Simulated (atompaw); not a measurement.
## What the settings do to the PAW (atompaw) potential of Si (Z = 14)

Base potential:

* Element: silicon (Si)
* Generator: atompaw 4.2.0.5
* Type: PAW
* Functional: PBE
* Relativity: non-relativistic
* Frozen core: [Ne]
* Valence charge: 4
* Reference configuration: 3s2 3p2
* Partial waves: 3s (bound): rc 1.75 bohr; 3s channel at 2 Ry: rc 1.70 bohr; 3p (bound): rc 1.75 bohr; 3p channel at 0.1 Ry: rc 1.75 bohr
* Local potential: troulliermartins scheme with l = 2 at 0.5 Ry, radius 1.25 bohr
* Core correction: smooth core density matched at 1.05 bohr
* Augmentation charge: besselshape compensation charge, radius 1.65 bohr; PAW radius 1.75 bohr; waves and projectors: custom polynom2 7 10 vanderbiltortho

All-electron outer shells of the reference configuration (PBE, non-relativistic, ld1.x):

```tsv
shell	level (eV)	outermost node (bohr)	outermost maximum (bohr)
2p	-95.59	–	0.39
3s	-10.77	0.72	1.80
3p	-4.09	0.72	2.17
```

Cutoffs, loose and tight: the cutoffs (Ry, on a coarse ladder) from which the occupation-weighted sum of valence levels, in a spherical-Bessel basis at the reference potential, stays within 10 and 1 mRy of its value at 400 Ry. They see the waves, projectors and local potential, not the compensation charge or the core. A dash means not determined.

A true bound ghost makes a file unfit for plane-wave use even where its test errors are small: the radial tests pick states by their node count and pass the ghost by.

```csv
change,outcome,"cutoff, loose","cutoff, tight",bound ghosts
base,generated,8 Ry,21 Ry,"s, p"
"augmentation besselshape compensation charge, radius 1.24 bohr; PAW radius 1.75 bohr; waves and projectors: custom polynom2 7 10 vanderbiltortho",generated,8 Ry,21 Ry,"s, p"
"local potential bessel scheme, radius 1.25 bohr",generated,12 Ry,18 Ry,none
"local potential troulliermartins scheme with l = 2 at 0.5 Ry, radius 0.94 bohr",failed: atompaw: The overlap operator has at least one negative eigenvalue!,–,–,–
core correction smooth core density matched at 1.52 bohr,generated,8 Ry,21 Ry,"s, p"
wave 3p channel at 0.1 Ry: rc 1.75 bohr becomes 3p channel at 0.04 Ry: rc 1.75 bohr,generated,8 Ry,21 Ry,"s, p"
"augmentation gaussian compensation charge, radius 1.65 bohr; PAW radius 1.75 bohr; waves and projectors: custom polynom2 7 10 vanderbiltortho",generated,8 Ry,21 Ry,"s, p"
reference 3s2 3p0,failed: atompaw: The overlap operator has at least one negative eigenvalue!,–,–,–
scalar-relativistic,generated,8 Ry,21 Ry,"s, p"
```

Question: What comes out with this change to the base: augmentation besselshape compensation charge, radius 1.65 bohr; PAW radius 1.75 bohr; waves and projectors: custom polynom gramschmidtortho?

Answer: outcome: generated; cutoff, loose: 12 Ry; cutoff, tight: 30 Ry; bound ghosts: s, p.

Question: What comes out with this change to the base: all radii scaled by about 1.06 (s 1.86, p 1.86 bohr); local potential troulliermartins scheme with l = 2 at 0.5 Ry, radius 1.32 bohr; augmentation besselshape compensation charge, radius 1.76 bohr; PAW radius 1.86 bohr; waves and projectors: custom polynom2 7 10 vanderbiltortho; core correction smooth core density matched at 1.12 bohr?

Answer: outcome: generated; cutoff, loose: 8 Ry; cutoff, tight: 15 Ry; bound ghosts: s.

Question: What comes out with this change to the base: wave 3p channel at 0.1 Ry: rc 1.75 bohr becomes 3p channel at 0.1 Ry: rc 0.92 bohr?

Answer: outcome: generated; cutoff, loose: 8 Ry; cutoff, tight: 21 Ry; bound ghosts: s.
